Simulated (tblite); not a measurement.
C7H11P.
Numbering: `[CH2:1]=[CH:2][P:3]([C:4]#[C:5][CH3:6])[CH2:7][CH3:8]` (hydrogens: H9, H10 on C1; H11 on C2; H12, H13, H14 on C6; H15, H16 on C7; H17, H18, H19 on C8)

Structure optimised with GFN2-xTB, isolated species.

List the bond lengths, angles and torsions at this level.

| bond | length (Å) |
| --- | --- |
| C1=C2 | 1.323 |
| C2–P3 | 1.831 |
| P3–C4 | 1.766 |
| C4≡C5 | 1.205 |
| C5–C6 | 1.446 |
| P3–C7 | 1.877 |
| C7–C8 | 1.521 |
| C1–H9 | 1.079 |
| C1–H10 | 1.079 |
| C2–H11 | 1.084 |
| C6–H12, C6–H13, C6–H14 | 1.090 |
| C7–H15, C7–H16 | 1.094 |
| C8–H17, C8–H18, C8–H19 | 1.089 |

Bonds in one row agree within 0.01 Å and their mean is given. A selection of angles:
| angle | degrees |
| --- | --- |
| C1–C2–P3 | 123.0 |
| C2–P3–C4 | 96.9 |
| C2–P3–C7 | 97.7 |
| C4–P3–C7 | 97.1 |
| P3–C4–C5 | 173.8 |
| C4–C5–C6 | 177.3 |
| P3–C7–C8 | 110.8 |

Torsions: C1–C2–P3–C4 170° (antiperiplanar); C2–P3–C7–C8 168° (antiperiplanar). The mirror-image conformer, all signs reversed, is as good.

The C–C distances run from 1.205 Å (C4≡C5, drawn triple) to 1.521 Å (C7–C8, drawn single), a spread of 0.316 Å. P3 (phosphine phosphorus) is pyramidal (angles 97.7°, 97.1° and 96.9°, sum 291.8°, 0.91 Å off the plane of its three neighbours). Of the pairs four or more bonds apart, C4···H17 is among the closest relative to their van der Waals radii: 2.77 Å, 95 % of the sum of Bondi's values. The 3 C–P bonds span 1.766 Å (P3–C4, drawn single) to 1.877 Å (P3–C7, drawn single), a spread of 0.111 Å.

Point group: C1 (no symmetry element, even within 0.4 Å). GFN2-xTB frequencies show an imaginary mode (36i cm⁻¹), so the point is no minimum at that level.

The numbers are calculated, not measured.
